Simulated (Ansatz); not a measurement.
The cluster Mg3O4⁻, relaxed as a doublet with UKS PBE0-D4/def2-SVPD in Ansatz, starting from the GFN1-xTB geometry. Force threshold 0.02 eV/Å.

The structure holds one bond between oxygen atoms, so isomers without such links may lie far lower. The structure comes from a short search, and lower isomers may exist.

Start:

Cartesian coordinates in Å:
```
Mg 0.596 0.277 -0.539
Mg 0.458 2.096 1.349
Mg -1.380 -1.277 0.700
O -0.578 0.399 1.163
O 1.476 1.895 -0.241
O 0.366 -1.436 -1.346
O -0.937 -1.955 -1.086
```

Task: Estimate the energy that the relaxation releases and the steps that it takes.

Result: 19.2 kcal/mol, in 17 steps; 4.3 min on 4 threads of AMD EPYC on a shared host. No frequencies were taken in this run, so the end may be a saddle point.

Task: Does the start keep its bonding and symmetry?

Result: Bonds formed: Mg1–O7, Mg3–O6 (atoms count from 1).

Task: Predict the relaxed structure.

Result: 
Cartesian coordinates in Å:
```
Mg 0.4786 0.2074 -0.6808
Mg 0.3838 1.9256 1.2346
Mg -1.0951 -1.3971 0.6291
O -0.5116 0.2790 1.2475
O 1.2564 1.9119 -0.4119
O 0.3530 -1.7951 -0.6840
O -0.8652 -1.1316 -1.3344
```
Bond lengths (bridged metal pairs left out): 9 × Mg–O 1.86 to 2.17 Å; 1 × O–O 1.53 Å.
